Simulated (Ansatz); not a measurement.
`[CH3][W]([OH])(=[S])=[S]` + H–F → `[OH][W]([F])(=[S])=[S]` + CH₄ at 500 K and 1 bar (ligand exchange at a W–C bond).

Isolated molecules relaxed with PBE0-D4/def2-TZVP in Ansatz; ΔE leaves out vibrations. CBS: MP2 limit from def2 TZ/QZ plus the TZ coupled-cluster correction, frozen cores. This one scheme is used for every species. def2 core potentials past Kr. For W outer-core shells are correlated without core-valence functions, which leaves a few kJ/mol of doubt a bond. Each species was taken in one conformer, which may not be the lowest.

```csv
species,CCSD(T)/CBS energy (Eh),H − E (kJ/mol),S (J/(mol·K))
`[CH3][W]([OH])(=[S])=[S]`,-978.28285,187.3,441.3
H–F,-100.39570,39.4,188.7
`[OH][W]([F])(=[S])=[S]`,-1038.26045,92.1,411.1
CH₄,-40.46206,135.6,206.8
```

H − E and S are ideal-gas, rigid-rotor, harmonic terms from PBE0-D4/def2-TZVP, for one conformer and one mirror image of each species. 1 Eh = 2625.50 kJ/mol, R = 8.31446 J/(mol·K).

**Question.** By hand: ΔE, ΔH, ΔS and ΔG.

**Answer.** ΔE = (-1038.26045) + (-40.46206) − (-978.28285) − (-100.39570) = -0.04396 Eh = -115.4 kJ/mol. Δ(H − E) = 92.1 + 135.6 − 187.3 − 39.4 = 1.0, so ΔH = -114.4 kJ/mol. ΔS = 411.1 + 206.8 − 441.3 − 188.7 = -12.1 J/(mol·K). ΔG = -114.4 − 500 × (-12.1)/1000 = -108.4 kJ/mol.

**Question.** By hand: the equilibrium constant, and the temperature at which ΔG would vanish if ΔH and ΔS stayed fixed.

**Answer.** log₁₀ K = −ΔG/(RT ln 10) = 11.3. ΔG = 0 at ΔH/ΔS = 9455 K, far beyond where these terms or the molecules hold.

The number of gas molecules stays the same, so ΔS is small and ΔH decides. A doubt of 5 kJ/mol in ΔE shifts log₁₀ K by 0.5 here. Other conformers and mirror images would add mixing entropy, several J/(mol·K) or more a flexible species. These are equilibria of isolated gas molecules and say nothing of rates. Largest T1 diagnostic: 0.022 (customary marks: 0.02 for closed shells, 0.045 for open ones).
